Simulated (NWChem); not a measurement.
# CH₅BFNO; SMILES CNB(O)F

```xyz
10

B     -0.0010     0.5968    -0.0002
F     -0.7917     1.6918    -0.0005
N     -0.6320    -0.6754     0.0001
C     -0.0121    -1.9790     0.0008
H     -1.6533    -0.6808     0.0002
H     -0.2766    -2.5851    -0.8952
H     -0.2715    -2.5820     0.9004
H      1.0934    -1.8796    -0.0027
O      1.3527     0.8218    -0.0001
H      1.8715     0.0004     0.0000
```
Atoms are numbered in this order, from 1.

Level: PBE-D3(BJ)/def2-SVP (NWChem), optimised geometry, unscaled harmonic frequencies. 

Question: List the harmonic frequencies with IR intensities, and the thermochemistry.

Answer: 
```csv
frequency (cm⁻¹),IR intensity (km/mol)
64,2.1
134,0.9
231,4.0
410,127.9
425,4.9
500,9.6
534,32.3
626,59.4
799,3.6
946,117.4
1063,37.7
1104,0.0
1144,24.2
1278,118.8
1390,115.3
1404,3.4
1432,83.3
1441,128.9
1530,351.2
2931,66.1
2989,34.8
3034,34.3
3542,23.3
3773,31.8
```

```yaml
zero_point_energy: 46.8 kcal/mol
thermal correction to the enthalpy at 298.15 K (with zero-point energy): 51.3 kcal/mol
heat capacity Cv: 20.5 cal/(mol K)
entropy at 298.15 K and 1 atm (symmetry number 1): 77.8 cal/(mol K)
dipole_moment: 3.54 D
```

Rigid rotor and harmonic oscillator; modes under 100 cm⁻¹ make the entropy uncertain.
